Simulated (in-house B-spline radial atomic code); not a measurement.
## Excitations of P VI (P5+) by several methods

Full response, energies in eV; labels give the largest channel, * marks a mixed state, a dash one above the method's threshold, and an imaginary frequency an unstable closed-shell reference. Computed with a B-spline radial code for spherical atoms: linear response of the closed shell [He] 2s2 2p6 with each method's own kernel (bare exchange for TDHF, static screening on G0W0 levels for BSE, the adiabatic kernel for functionals); scalar-relativistic (spin-free one-electron X2C), finite nucleus, no spin-orbit coupling, no double excitations, S, P, D and F terms only. Only terms of natural parity with L up to 3 were computed.

```csv
method,2p → 3s 3P,2p → 3s 1P,2p → 3p 3S,α (bohr³)
TDHF,136.54,138.01,145.86,0.1057
BSE on G0W0@HF,135.55,136.92,145.41,0.1052
LDA VWN5,129.01,130.03,139.22,0.1106
PBE,128.15,129.30,138.50,0.1104
PBE0,130.61,131.82,140.80,0.109
B3LYP (VWN-RPA),128.67,130.10,138.95,0.1094
CAM-B3LYP,128.25,129.68,138.53,0.1095
LC-wPBE,127.61,128.74,138.04,0.1105
wB97X,131.33,132.37,141.18,0.1088
HSE06,?,?,?,?
BHandHLYP,130.84,132.46,140.89,0.1079
BLYP,126.31,127.78,136.69,0.1105
PBEsol,128.39,129.52,138.62,0.1105
BP86,129.14,130.17,139.49,0.11
LDA exchange-only,?,?,?,?
B97-1,130.49,131.60,140.74,0.1091
RPBE,127.74,128.89,138.20,0.1104
OLYP,126.09,127.52,136.64,0.1096
```

**Question.** What does LDA exchange-only give?

**Answer.** 2p → 3s 3P: 127.58; 2p → 3s 1P: 128.79; 2p → 3p 3S: 137.42; α: 0.1114 (eV, bohr³).

**Question.** What does HSE06 give?

**Answer.** 2p → 3s 3P: 130.58; 2p → 3s 1P: 131.79; 2p → 3p 3S: 140.80; α: 0.1091 (eV, bohr³).
